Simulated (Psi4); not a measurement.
A dimer, H3N ··· CH5N (SMILES N and CN); the first 4 atoms form monomer A.

```
11

N      0.0001    -0.0007     0.2791
H     -0.4496     0.8289    -0.0909
H     -0.4930    -0.8035    -0.0947
H      0.9424    -0.0248    -0.0936
C     -0.3234     3.5568    -0.8890
N     -1.3391     2.5073    -0.9627
H      0.1462     3.5335     0.0957
H      0.4571     3.3533    -1.6239
H     -0.6921     4.5773    -1.0626
H     -2.0704     2.6670    -0.2803
H     -1.7823     2.5000    -1.8733
```

**Question.** What interaction energy does SAPT0/jun-cc-pVDZ, frozen core (Psi4) give, and which attractive term is the largest?

**Answer.** Total -10.73 kJ/mol: electrostatics -32.80, exchange 40.47, induction -9.70, dispersion -8.70. The most attractive term is electrostatics.
